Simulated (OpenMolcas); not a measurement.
# Co2+: moving the ligands

Co2+ with its 6 nearest fluoride ions at 2.031 Å, on the Mg site of KMgF3 (a = 3.973 Å, distance in the model lattice 1.986 Å). The rest of the host is ab initio model potentials to 7.6 Å, with orthogonalisation functions on the cations behind the ligands, and point charges beyond; the distance is set by hand and nothing relaxes. Ligand basis ANO-RCC-VDZP.

```yaml
Program: OpenMolcas
Method: CASSCF
Basis: ANO-RCC-VTZP [6s5p3d2f1g]
Scalar_Hamiltonian: DKH2, point nucleus
Active_space: 7 electrons in 5 orbitals (3d)
State_averaging: 2S+1 = 4 even, 10 roots; 2S+1 = 2 even, 40 roots
Spin-orbit_coupling: state interaction with AMFI integrals over the reference wave functions
```

Runs around this geometry, states (labels of O, the rotations of Oh). Energies in cm-1 above the lowest state or level, χT in cm3 K/mol; under a threefold ground state the first gap can be a small split of the lowest multiplet, not the spin-orbit step; 10Dq and B are least-squares fits to the states below 45000 cm-1, weighted by degeneracy, with a free offset, and given where the rms deviation is under 5 % of |10Dq| (or 100 cm-1) and under 700 cm-1.

```csv
R (Å),Ground state,First state of that spin,10Dq,B (rms of fit),First gap with spin-orbit (degeneracies),χT at 300 K,First state of another spin
1.986,4T1,4T2 6946,7818,1216 (137),"359.5 (2, 4)",3.543,2E 14444
2.031,4T1,4T2 6074,6867,1217 (123),"358.8 (2, 4)",3.599,2E 15285
2.055,4T1,4T2 5661,6409,1219 (112),"358.1 (2, 4)",3.630,2E 15678
```

Taking |10Dq| as R^-n, n = -ln(6409 / 7818) / ln(2.055 / 1.986) = 5.8 between the shortest and longest distance. The point-charge formula for a cubic d site gives n = 5.

An orbital triplet at a regular site is open to Jahn-Teller coupling, which can distort the site and quench the lowest spin-orbit gaps and is left out. Without dynamic correlation the repulsion within the d shell is too large (B by tens of per cent), so at a given field states of lower spin stand too high. Ligand-to-metal charge-transfer states are missing. With no ligand orbital active B as a rule stays too high, so bands that hang on it stand too high and its fall with covalency is understated. With metal d orbitals alone and no dynamic correlation 10Dq can be off by a tenth to a fifth, either way, in oxide and fluoride hosts. No measured value stands beside these numbers; the geometry was set by hand and not optimised.
